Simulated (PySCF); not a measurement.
Working out the ionisation energy of O²⁺

O²⁺ [He] 2s2 2p2 (3P) → O³⁺ [He] 2s2 2p1 (2P). All numbers are calculated (PySCF 2.14, scalar relativity by spin-free X2C-1e, in x2c-TZVPPall with one added diffuse shell each of s, p, d type (6s4p3d1f, 40 functions)). Frozen: nothing. Energies in hartree (1 hartree = 27.21139 eV):

```tsv
part	O²⁺ (lower)	O³⁺ (upper)
UHF	-73.156102	-71.149602
MP2 opposite-spin	-0.077241	-0.072550
MP2 same-spin	-0.013670	-0.004302
```

Question: What does Hartree-Fock give?

Answer: (-71.149602) − (-73.156102) = 2.006500 hartree = 54.600 eV.

Question: What do MP2 and SCS-MP2 (6/5 opposite-spin, 1/3 same-spin) give?

Answer: The opposite-spin parts differ by 0.128 eV and the same-spin parts by 0.255 eV. MP2: 54.600 + (0.128) + (0.255) = 54.983 eV. SCS-MP2: 54.600 + 1.2 × (0.128) + (0.255)/3 = 54.839 eV.

A first-order spin-orbit estimate adds -0.005 eV to MP2 (valence and next inner shell), giving 54.978 eV against 54.936 eV (semi-empirical (NIST evaluation); NIST Atomic Spectra Database, ionization energies).

What remains against the reference includes basis incompleteness and correlation beyond second order.
